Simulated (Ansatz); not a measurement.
Frontier orbitals of C₃F₆, SMILES `FC1(F)C(F)(F)C1(F)F`.

Total charge 0; spin multiplicity 1. The structure was optimised at the PBE0-D4/def2-TZVP level. Basis def2-TZVPP, Ansatz 0.2.0.

```tsv
functional	HOMO (eV)	LUMO (eV)	gap (eV)
PBE	-7.68	-1.47	6.21
B97M-V	-8.19	-1.01	7.18
PBE0	-9.42	-0.30	9.12
B3LYP	-9.23	-0.54	8.69
BHLYP	-11.16	1.06	12.22
CAM-B3LYP	-10.99	0.94	11.93
ωB97M-V	-11.77	2.05	13.82
```

A quarter of exact exchange (PBE0) shifts PBE's HOMO by −1.74 eV and its LUMO by +1.18 eV; full exchange at long range (ωB97M-V) shifts them by −4.09 and +3.53 eV. The gap opens from 6.20 to 13.82 eV, since occupied levels lose self-interaction and empty ones feel all the electrons. A positive LUMO is unbound and depends on the basis.

B3LYP here is the variant with VWN-RPA as its local correlation; programs differ in this.
